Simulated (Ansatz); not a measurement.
System: WH₂ (charge 0, quintet). SMILES: [WH2]

Atoms: W1, H2, H3. Bonds: W1-H2, W1-H3.

Bond lengths (Å) and angles (degrees) optimised at HF/6-31G* with LANL2DZ past Ar with Ansatz (an electronic-structure program); PBE/6-31G* with LANL2DZ past Ar with Ansatz; MP2/6-31G* with LANL2DZ past Ar with Ansatz, each started from the B3LYP-D3(BJ)/def2-TZVP structure (Ansatz) of the last column. A row stands for all coordinates that are equal there. 6-31G* holds six Cartesian d functions. No wavenumbers were computed at PBE/6-31G* with LANL2DZ past Ar, MP2/6-31G* with LANL2DZ past Ar, so these may be saddle points.

```
coordinate  HF/6-31G* with LANL2DZ past Ar  PBE/6-31G* with LANL2DZ past Ar  MP2/6-31G* with LANL2DZ past Ar  B3LYP-D3(BJ)/def2-TZVP
----------  ------------------------------  -------------------------------  -------------------------------  ----------------------
W1-H2                                1.758                            1.709                            1.750                   1.720
H2-W1-H3                             119.9                            110.4                            116.8                   113.2
```

Mean signed difference of all 2 bond lengths from B3LYP-D3(BJ)/def2-TZVP: HF/6-31G* with LANL2DZ past Ar 0.038 Å, PBE/6-31G* with LANL2DZ past Ar -0.011 Å, MP2/6-31G* with LANL2DZ past Ar 0.031 Å.
